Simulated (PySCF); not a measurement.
```xyz
6

O     -0.7321     1.3381     0.0464
S     -0.4067    -0.0943    -0.0386
O     -0.4447    -0.4355     1.3916
O     -1.1592    -0.8903    -0.9293
O      1.0812    -0.2197    -0.5216
H      1.6614     0.3017     0.0515
```

Charge 0, multiplicity 2.

**Question.** Give the Mulliken and meta-Löwdin atomic charges from ωB97X-D3(BJ)/def2-TZVP // PBE0-D3(BJ)/def2-TZVP in PySCF.

**Answer.** 
```json
[
 {"atom": "O1", "Mulliken (e)": "-0.26", "meta-Löwdin (e)": "-0.60"},
 {"atom": "S2", "Mulliken (e)": "0.88", "meta-Löwdin (e)": "2.23"},
 {"atom": "O3", "Mulliken (e)": "-0.26", "meta-Löwdin (e)": "-0.60"},
 {"atom": "O4", "Mulliken (e)": "-0.34", "meta-Löwdin (e)": "-0.74"},
 {"atom": "O5", "Mulliken (e)": "-0.36", "meta-Löwdin (e)": "-0.66"},
 {"atom": "H6", "Mulliken (e)": "0.35", "meta-Löwdin (e)": "0.38"}
]
```
